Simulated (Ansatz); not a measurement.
**Nudged elastic band run: C₃H₄Se**

input.yaml

```yaml
crystal:
  periodic: [false, false, false]
  atoms:
    - { symbol: C, position_ang: [-0.058006, 1.253884, 0.095057] }
    - { symbol: C, position_ang: [0.405613, 0.017984, 0.366758] }
    - { symbol: C, position_ang: [-0.064792, -1.218208, -0.239891] }
    - { symbol: Se, position_ang: [-1.34003, -1.42743, -1.461215] }
    - { symbol: H, position_ang: [-0.857646, 1.40126, -0.63737] }
    - { symbol: H, position_ang: [0.35178, 2.133329, 0.597298] }
    - { symbol: H, position_ang: [1.207671, -0.095903, 1.105492] }
    - { symbol: H, position_ang: [0.447511, -2.121915, 0.11797] }
basis:
  gaussian: { orbitals: def2-SVP }
hamiltonian:
  xc: b3lyp
  dispersion: d4
neb:
  order_check: false
  images: 7
  f_tol: 0.2
  max_iterations: 60
  final_atoms:
    - { symbol: C, position_ang: [0.02741091, 1.27749755, 0.17663849] }
    - { symbol: C, position_ang: [0.36554148, -0.02061107, 0.32584492] }
    - { symbol: C, position_ang: [-0.27304588, -1.08100159, -0.41700069] }
    - { symbol: Se, position_ang: [0.11385327, -2.80816339, -0.27768439] }
    - { symbol: H, position_ang: [-0.75617552, 1.58327637, -0.52386247] }
    - { symbol: H, position_ang: [0.52192898, 2.06733202, 0.7478372] }
    - { symbol: H, position_ang: [1.15130334, -0.3127537, 1.03031797] }
    - { symbol: H, position_ang: [-1.05871558, -0.76257519, -1.11799203] }
  initial_path:
    images:
      - { positions_ang: [[-0.058006, 1.253884, 0.095057], [0.405613, 0.017984, 0.366758], [-0.064792, -1.218208, -0.239891], [-1.34003, -1.42743, -1.461215], [-0.857646, 1.40126, -0.63737], [0.35178, 2.133329, 0.597298], [1.207671, -0.095903, 1.105492], [0.447511, -2.121915, 0.11797]] }
      - { positions_ang: [[-0.06260227, 1.2273901, 0.13232802], [0.43226718, 0.02066603, 0.31677311], [-0.10875562, -1.21093253, -0.22438819], [-1.08463995, -1.47224289, -1.5682102], [-0.94278742, 1.36407715, -0.46005313], [0.36909375, 2.12631072, 0.57909505], [1.30754927, -0.07438586, 0.91279235], [0.18197607, -2.03788172, 0.255762]] }
      - { positions_ang: [[-0.06719854, 1.2008962, 0.16959905], [0.45892136, 0.02334805, 0.26678821], [-0.15271925, -1.20365706, -0.20888539], [-0.82924991, -1.51705579, -1.6752054], [-1.02792885, 1.32689431, -0.28273626], [0.38640751, 2.11929244, 0.56089209], [1.40742754, -0.05286872, 0.72009269], [-0.08355886, -1.95384844, 0.393554]] }
      - { positions_ang: [[-0.07179481, 1.17440231, 0.20687007], [0.48557553, 0.02603008, 0.21680332], [-0.19668287, -1.19638159, -0.19338258], [-0.57385986, -1.56186868, -1.7822006], [-1.11307027, 1.28971146, -0.1054194], [0.40372126, 2.11227416, 0.54268914], [1.50730581, -0.03135158, 0.52739304], [-0.34909379, -1.86981516, 0.531346]] }
      - { positions_ang: [[-0.07639107, 1.14790841, 0.2441411], [0.51222971, 0.02871211, 0.16681843], [-0.24064649, -1.18910612, -0.17787977], [-0.31846982, -1.60668157, -1.8891958], [-1.1982117, 1.25252861, 0.07189747], [0.42103501, 2.10525588, 0.52448619], [1.60718408, -0.00983444, 0.33469339], [-0.61462872, -1.78578188, 0.669138]] }
      - { positions_ang: [[-0.05044058, 1.18030569, 0.22726545], [0.47555765, 0.01638131, 0.20657505], [-0.24874634, -1.16207998, -0.23766], [-0.21038905, -1.90705203, -1.48631795], [-1.08770265, 1.33521555, -0.07704251], [0.44625851, 2.09577491, 0.58032394], [1.49321389, -0.08556425, 0.50859953], [-0.72565044, -1.52998021, 0.22235549]] }
      - { positions_ang: [[-0.02449008, 1.21270298, 0.2103898], [0.43888559, 0.00405052, 0.24633168], [-0.25684619, -1.13505385, -0.29744023], [-0.10230827, -2.20742248, -1.0834401], [-0.97719361, 1.41790249, -0.2259825], [0.471482, 2.08629395, 0.63616169], [1.37924371, -0.16129407, 0.68250568], [-0.83667215, -1.27417853, -0.22442702]] }
      - { positions_ang: [[0.00146041, 1.24510026, 0.19351415], [0.40221354, -0.00828028, 0.2860883], [-0.26494603, -1.10802772, -0.35722046], [0.0057725, -2.50779294, -0.68056225], [-0.86668456, 1.50058943, -0.37492248], [0.49670549, 2.07681298, 0.69199945], [1.26527353, -0.23702388, 0.85641182], [-0.94769387, -1.01837686, -0.67120953]] }
      - { positions_ang: [[0.02741091, 1.27749755, 0.17663849], [0.36554148, -0.02061107, 0.32584492], [-0.27304588, -1.08100159, -0.41700069], [0.11385327, -2.80816339, -0.27768439], [-0.75617552, 1.58327637, -0.52386247], [0.52192898, 2.06733202, 0.7478372], [1.15130334, -0.3127537, 1.03031797], [-1.05871558, -0.76257519, -1.11799203]] }
```

Run as:

```bash
$ ansatz run input.yaml --threads 2 --pin off --max-ram 3072MiB --backend cpu --events-out ev --progress --plain --runs-dir out
```

Output, in part (warnings, iteration lines, the closing report on the highest movable image, with atoms numbered from 0):

```
NEB end point (image 0): max|allowed force component| = 7.453e-3 eV/Å (the criterion of neb.relax_end_points is 4.000e-2)
NEB end point (image 8): max|allowed force component| = 1.921e-3 eV/Å (the criterion of neb.relax_end_points is 4.000e-2)
NEB iter   1: max|band force component| = 8.612e1 eV/Å  barrier→ = 21.4215 eV  barrier← = 21.5257 eV  Δτ_max = 0.1962 Å  (248 SCF iters)
NEB iter   2: max|band force component| = 2.702e1 eV/Å  barrier→ = 6.0601 eV  barrier← = 6.1643 eV  Δτ_max = 0.1945 Å  (238 SCF iters)
NEB iter   3: max|band force component| = 1.545e1 eV/Å  barrier→ = 2.7295 eV  barrier← = 2.8337 eV  Δτ_max = 0.1439 Å  (234 SCF iters)
NEB iter   4: max|band force component| = 6.512e0 eV/Å  barrier→ = 0.9261 eV  barrier← = 1.0303 eV  Δτ_max = 0.1254 Å  (221 SCF iters)
NEB iter   5: max|band force component| = 2.668e0 eV/Å  barrier→ = 0.3578 eV  barrier← = 0.4620 eV  Δτ_max = 0.1185 Å  (222 SCF iters)
NEB iter   6: max|band force component| = 9.454e-1 eV/Å  barrier→ = 0.3559 eV  barrier← = 0.4602 eV  Δτ_max = 0.0438 Å  (204 SCF iters)
NEB iter   7: max|band force component| = 5.259e-1 eV/Å  barrier→ = 0.3554 eV  barrier← = 0.4596 eV  Δτ_max = 0.0216 Å  (195 SCF iters)
NEB iter   8: max|band force component| = 1.505e-1 eV/Å  barrier→ = 0.3553 eV  barrier← = 0.4596 eV  CI = image 4  Δτ_max = 0.0000 Å  (376 SCF iters)
Total energy: -68515.03662286 eV, -2517.8811547304 hartree
Atom 0 at    -0.115819     1.239126     0.293130 Å, force     0.004890    -0.002755    -0.005280 eV/Å
Atom 1 at     0.488837     0.056215     0.149517 Å, force    -0.008095    -0.004446     0.000936 eV/Å
Atom 2 at    -0.183438    -1.201336    -0.234963 Å, force     0.002008    -0.000275     0.002072 eV/Å
Atom 3 at    -0.328923    -1.809987    -1.884504 Å, force    -0.013280     0.007278    -0.003260 eV/Å
Atom 4 at    -1.188976     1.358729     0.118223 Å, force    -0.000886     0.007696    -0.009634 eV/Å
Atom 5 at     0.449945     2.128594     0.581516 Å, force    -0.001710     0.001150     0.000222 eV/Å
Atom 6 at     1.570300    -0.027684     0.330259 Å, force     0.001812     0.001137     0.013339 eV/Å
Atom 7 at    -0.599824    -1.800655     0.590922 Å, force     0.015262    -0.009785     0.001604 eV/Å
Dipole moment:     0.058824     0.157492     0.318956 e Å
```

It converged. The threshold of 0.2 eV/Å is loose, so the images may lie well off the minimum-energy path. Another band between the same ends (7 images) ends at a top of the same energy, where a vibrational analysis finds 1 clearly imaginary mode.

Final band (atoms are numbered from 1 in the order of the input):

```json
{"image": "0", "path coordinate (Å)": "0.00", "energy (kcal/mol)": "0.0", "dihedral C1–C2–C3–Se4 (°)": "0"}
{"image": "1", "path coordinate (Å)": "0.54", "energy (kcal/mol)": "0.6", "dihedral C1–C2–C3–Se4 (°)": "25"}
{"image": "2", "path coordinate (Å)": "1.08", "energy (kcal/mol)": "2.8", "dihedral C1–C2–C3–Se4 (°)": "48"}
{"image": "3", "path coordinate (Å)": "1.62", "energy (kcal/mol)": "6.2", "dihedral C1–C2–C3–Se4 (°)": "71"}
{"image": "4", "path coordinate (Å)": "2.16", "energy (kcal/mol)": "8.2", "dihedral C1–C2–C3–Se4 (°)": "93"}
{"image": "5", "path coordinate (Å)": "2.70", "energy (kcal/mol)": "6.7", "dihedral C1–C2–C3–Se4 (°)": "114"}
{"image": "6", "path coordinate (Å)": "3.23", "energy (kcal/mol)": "2.7", "dihedral C1–C2–C3–Se4 (°)": "135"}
{"image": "7", "path coordinate (Å)": "3.77", "energy (kcal/mol)": "-1.0", "dihedral C1–C2–C3–Se4 (°)": "156"}
{"image": "8", "path coordinate (Å)": "4.31", "energy (kcal/mol)": "-2.4", "dihedral C1–C2–C3–Se4 (°)": "-180"}
```

The run took 55 s on 2 threads of AMD EPYC 9R45 96-Core Processor (Zen 5) (shared host), peak memory 0.22 GiB.
